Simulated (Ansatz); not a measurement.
Gas-phase electronic energies from Ansatz, PBE0-D4/def2-TZVP geometries. CCSD(T)/CBS adds triple-zeta CCSD(T) − MP2 to the extrapolated MP2 energy (def2 sets, frozen cores). DFT in def2-TZVPP. Elements past krypton have def2 core potentials. For Sn outer-core shells are correlated without core-valence functions, which leaves a few kJ/mol of doubt a bond. Each species was taken in one conformer, which may not be the lowest.

`BN([SiH3])CC` + `[F][SnH3]` → `C[CH2][SnH2][F]` + `BN[SiH3]`  (formal exchange of groups at a C–N bond)

Problem. Is it downhill or uphill in electronic energy at CCSD(T)/CBS, and by how much? (Estimate.)

Solution. The calculation gave: Downhill: ΔE = -55.0 kJ/mol.

Problem. What do these levels give: LDA (SPW92), revPBE-D4, CAM-B3LYP-D4, PBE, SCS-MP2/def2-TZVPP, HF/def2-QZVPP? (Estimate.)

Solution. Ansatz gave: LDA (SPW92) -36.7, revPBE-D4 -43.3, CAM-B3LYP-D4 -44.4, PBE -51.7, SCS-MP2/def2-TZVPP -51.6, HF/def2-QZVPP -48.5 kJ/mol.

Largest T1 diagnostic among the species: 0.014.

The D4 term adds +6.1 kJ/mol with B3LYP and +3.5 kJ/mol with PBE0; it sums over pairs of atoms, weighted by their polarisabilities, and B3LYP, whose exchange is more repulsive, gets the larger term. Leaving LDA and LC-ωPBE aside and taking each functional with its dispersion term where it has one, the values, not all of them listed here, spread over 11.0 kJ/mol, from B2PLYP to B97M-V. LDA lies +15.0 kJ/mol from PBE without D4.

B3LYP here is the variant with VWN-RPA as its local correlation; programs differ in this.
